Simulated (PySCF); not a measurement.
C₂H₆BF₂N, SMILES FB(NCC)F. Atoms are numbered in the order given.

```xyz
12

C     -2.4719    -0.2942    -0.1633
C     -1.1167    -0.8332    -0.5906
N     -0.0925     0.1848    -0.6569
B      1.0033     0.3012     0.1971
F      1.2235    -0.5844     1.1663
F      1.8702     1.3028     0.0679
H     -2.4129     0.1636     0.8358
H     -2.8355     0.4743    -0.8645
H     -3.2230    -1.0982    -0.1315
H     -0.7762    -1.6000     0.1208
H     -1.2076    -1.3389    -1.5686
H     -0.2254     0.8985    -1.3633
```
Charge 0, spin multiplicity 1.

The structure is a stationary point at PBE0-D3(BJ)/def2-SVP. This is a generated structure with no PubChem entry under its InChIKey; it may be hypothetical. The values are those of a single conformer.

Level of theory: PySCF with PBE0/pcSseg-1.

GIAO shieldings, no solvent; atoms listed in one row are averaged. δ = σ(ref) − σ: ¹³C against TMS (σ = 186.3 ppm); ¹⁵N against NH3 (σ = 267.4 ppm); ¹¹B against BF3 (σ = 88.8 ppm); ¹⁹F against CFCl3 (σ = 167.2 ppm); ¹H against TMS (σ = 31.56 ppm), references at their B3LYP-D3(BJ)/def2-TZVP geometries, non-relativistic.

| nucleus | atoms | count | δ (ppm) |
|---|---|---|---|
| ¹³C | C2 | 1 | 39.2 |
| ¹³C | C1 | 1 | 22.9 |
| ¹⁵N | N3 | 1 | 81.6 |
| ¹¹B | B4 | 1 | 5.9 |
| ¹⁹F | F6 | 1 | -140.8 |
| ¹⁹F | F5 | 1 | -149.3 |
| ¹H | H10 | 1 | 3.34 |
| ¹H | H11 | 1 | 3.01 |
| ¹H | H12 | 1 | 2.42 |
| ¹H | H7, H8, H9 | 3 | 1.35 |
